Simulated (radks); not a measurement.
Results of a calculation; reference values are marked as such.
Neutral lutetium inside a hard spherical wall (all orbitals vanish at R), configuration held at [Xe] 4f14 5d1 6s2 and not refilled when levels cross. Code: a radial shooting solver on a logarithmic mesh with Libxc functionals. Model: scalar-relativistic Kohn-Sham, PBE, spin-polarised, spherical densities, point nucleus; open shells are filled with parallel spins first (spin-orbit coupling, left out, can overturn this in heavy ions). Eigenvalues in eV for spin up, with the zero of energy where the potential of the charges vanishes at infinity; a dash marks a level that is unbound or too diffuse for the functional's potential to be trusted. A positive occupied level is held by the wall or, in an anion where self-interaction has pushed it up, behind a barrier. The pressure on the wall is -dE/dV.

| R (bohr) | E (hartree) | kinetic (hartree) | e(5p) | e(4f) | e(6s) | e(5d) | e(6p, empty) | e(7s, empty) | pressure (GPa) |
|---|---|---|---|---|---|---|---|---|---|
| free | -14563.3489 | 15915.504 | -31.783 | -9.597 | -4.844 | -1.949 | -1.457 | - | 0 |
| 15 | -14563.3489 | 15915.504 | -31.779 | -9.593 | -4.842 | -1.946 | -1.448 | 0.146 | 0.000140 |
| 10 | -14563.3473 | 15915.518 | -31.642 | -9.453 | -4.749 | -1.827 | -1.207 | 1.953 | 0.0375 |
| 6 | -14563.2619 | 15915.959 | -29.506 | -7.258 | -2.725 | 0.162 | 2.329 | 14.642 | 5.73 |
| 5 | -14563.1045 | 15916.593 | -27.576 | -5.211 | 0.002 | 2.244 | 6.617 | 27.079 | 24.2 |
| 4 | -14562.6015 | 15918.452 | -24.002 | -1.211 | 7.335 | 6.775 | 17.383 | 54.996 | 131 |
| 3.5 | -14561.9434 | 15920.884 | -20.747 | 2.590 | 15.808 | 11.318 | 29.032 | 82.748 | 359 |
| 2.5 | -14556.6822 | 15940.097 | -2.811 | 22.767 | 69.793 | 36.749 | 95.608 | 224.64 | 4550 |
| 2 | -14545.2158 | 15978.981 | 27.518 | 51.759 | 161.30 | 77.731 | 199.40 | 427.00 | 23300 |
| 1.5 | -14501.5806 | 16114.601 | 126.31 | 123.92 | 429.52 | 201.11 | 488.80 | 954.40 | 177000 |
